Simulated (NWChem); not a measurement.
System: C3H3ClF2; SMILES F[C@@H]1[C@H](F)[C@H]1Cl

All runs: NWChem. Medium grid unless said otherwise, to which SCAN and Minnesota functionals are sensitive. All runs use the structure optimised with PBE-D3(BJ)/def2-SVP. Hybrids' shares of exact exchange are those that their runs print; pure functionals count as 0. The functionals differ in more than this share.

```csv
row,share of exact exchange,orbital gap (eV)
PBE/def2-SVP,0.00,5.71
MN15-L/def2-SVP,0.00,6.86
B3LYP/def2-SVP,0.20,withheld
PBE0/def2-SVP,0.25,8.33
r2SCAN0/def2-SVP,0.25,8.69
BHandHLYP/def2-SVP,0.50,10.92
```

Q: Fit a straight line of the last column on the one before it, predict the withheld value, and compare with the run.

A: 
1. Means of the 5 shown rows: x = 0.200, y = 8.102. Slope Σ(x − x̄)(y − ȳ)/Σ(x − x̄)² = 1.613/0.1750 = 9.217; intercept 6.259.
2. The shown rows scatter about the line by 0.384 (root mean square); the largest residual is +0.60, at MN15-L/def2-SVP.
3. At x = 0.20 (B3LYP/def2-SVP; inside the shown range) the line gives 8.10.
4. The run gives 7.84, -0.26 from the line, 0.7 times the scatter.
